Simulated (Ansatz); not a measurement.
`C[N]=[Mo]([CH3])([NH2])=[N]C`, charge 0, multiplicity 1.

Task: Give a relaxed structure at PBE0-D4/def2-TZVP (Ansatz 0.2.0). (Best estimate.)

Result: Computed: 
Cartesian coordinates in Å:
```
C 0.6154 -0.1899 -2.6303
N 0.5654 0.3588 -1.3232
Mo 0.2989 0.4728 0.3838
C -1.2329 1.9376 0.5769
N 1.9230 0.9961 1.3333
N -0.3988 -0.9630 1.0543
C -0.9118 -2.2829 1.1360
H 0.0400 0.4340 -3.3234
H 1.6479 -0.2261 -2.9962
H 0.2035 -1.2047 -2.6658
H -2.1389 1.6417 0.0447
H -0.8794 2.8872 0.1651
H -1.4756 2.0698 1.6350
H 2.1811 0.6245 2.2356
H 2.7344 1.3803 0.8719
H -0.9395 -2.7741 0.1568
H -0.3011 -2.8952 1.8093
H -1.9317 -2.2670 1.5363
```
Point group Cs.
This is one stationary point; other conformers may exist.
